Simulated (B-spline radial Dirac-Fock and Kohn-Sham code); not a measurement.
Photoelectron lines of Sb²⁺ at 200 eV

System: the Sb²⁺ ion, configuration 1s2 2s2 2p6 3s2 3p6 3d10 4s2 4p6 4d10 5s2 5p1.

Level of theory: the independent-particle Dirac-Slater model, thresholds from Dirac-Fock; a B-spline atomic structure program. The asymmetry parameter β is from the dipole term alone. Kinetic energies are from the vacuum level. Open shells are spread statistically over j, without multiplet splitting.

The last column is dσ/dΩ = σ/(4π) · [1 − (β/2) P₂(cos θ)] at θ = 90° from the beam of unpolarised light.

| subshell | electrons | binding (eV) | kinetic (eV) | σ (kb) | β | dσ/dΩ (kb/sr) |
| --- | --- | --- | --- | --- | --- | --- |
| 4s | 2 | 190.4 | 9.56 | 164 | 1.94 | 19.4 |
| 4p1/2 | 2 | 143.9 | 56.13 | 117 | -0.13 | 8.99 |
| 4p3/2 | 4 | 135.3 | 64.74 | 317 | 0.02 | 25.4 |
| 4d3/2 | 4 | 60.32 | 139.7 | 261 | -0.17 | 19.9 |
| 4d5/2 | 6 | 59.09 | 140.9 | 413 | -0.03 | 32.6 |
| 5s | 2 | 32.47 | 167.5 | 37.4 | 1.97 | 4.44 |
| 5p1/2 | 0.33 | 24.58 | 175.4 | 3.61 | 0.85 | 0.348 |
| 5p3/2 | 0.67 | 23.76 | 176.2 | 8.75 | 0.88 | 0.850 |

Branching ratios of the spin-orbit partners (statistical value in brackets): 4p 2.72 (2.00), 4d 1.58 (1.50), 5p 2.43 (2.00).

Values without a named source are computed, but for edge energies of neutral atoms, which are taken from tables.
